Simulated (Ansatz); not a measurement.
`[SiH3][AsH2]` + `S[S][GeH3]` → `[GeH3][S]S[AsH2]` + SiH₄ at 500 K and 1 bar (cleavage of the As–Si bond).

Program: Ansatz. Geometries: PBE0-D4/def2-TZVP. ΔE: electronic, gas phase. CCSD(T)/CBS adds triple-zeta CCSD(T) − MP2 to the extrapolated MP2 energy (def2 sets, frozen cores). This one scheme is used for every species. For As, Ge outer-core shells are correlated without core-valence functions, which leaves a few kJ/mol of doubt a bond. Scalar relativity is left out up to krypton. One conformer a species, not always the lowest.

| species | CCSD(T)/CBS energy (Eh) | H − E (kJ/mol) | S (J/(mol·K)) |
| --- | --- | --- | --- |
| `[SiH3][AsH2]` | -2527.08228 | 138.1 | 337.6 |
| `S[S][GeH3]` | -2874.07545 | 128.3 | 378.8 |
| `[GeH3][S]S[AsH2]` | -5109.69255 | 162.8 | 464.0 |
| SiH₄ | -291.46306 | 102.4 | 230.9 |

H − E and S are ideal-gas, rigid-rotor, harmonic terms from PBE0-D4/def2-TZVP, for one conformer and one mirror image of each species. 1 Eh = 2625.50 kJ/mol, R = 8.31446 J/(mol·K).

Problem. By hand: ΔE, ΔH, ΔS and ΔG.

Solution. ΔE = (-5109.69255) + (-291.46306) − (-2527.08228) − (-2874.07545) = 0.00212 Eh = 5.6 kJ/mol. Δ(H − E) = 162.8 + 102.4 − 138.1 − 128.3 = -1.2, so ΔH = 4.4 kJ/mol. ΔS = 464.0 + 230.9 − 337.6 − 378.8 = -21.5 J/(mol·K). ΔG = 4.4 − 500 × (-21.5)/1000 = 15.2 kJ/mol.

Problem. By hand: the equilibrium constant, and the temperature at which ΔG would vanish if ΔH and ΔS stayed fixed.

Solution. log₁₀ K = −ΔG/(RT ln 10) = -1.6. ΔH and −TΔS have one sign here, so there is no such temperature.

TΔS isn't small against ΔH here. A doubt of 5 kJ/mol in ΔE shifts log₁₀ K by 0.5 here. Other conformers and mirror images would add mixing entropy, several J/(mol·K) or more a flexible species. Modes under 60 cm⁻¹, often nearly free rotors, make the harmonic entropy too high. These are equilibria of isolated gas molecules and say nothing of rates. Largest T1 diagnostic: 0.013 (customary marks: 0.02 for closed shells, 0.045 for open ones).
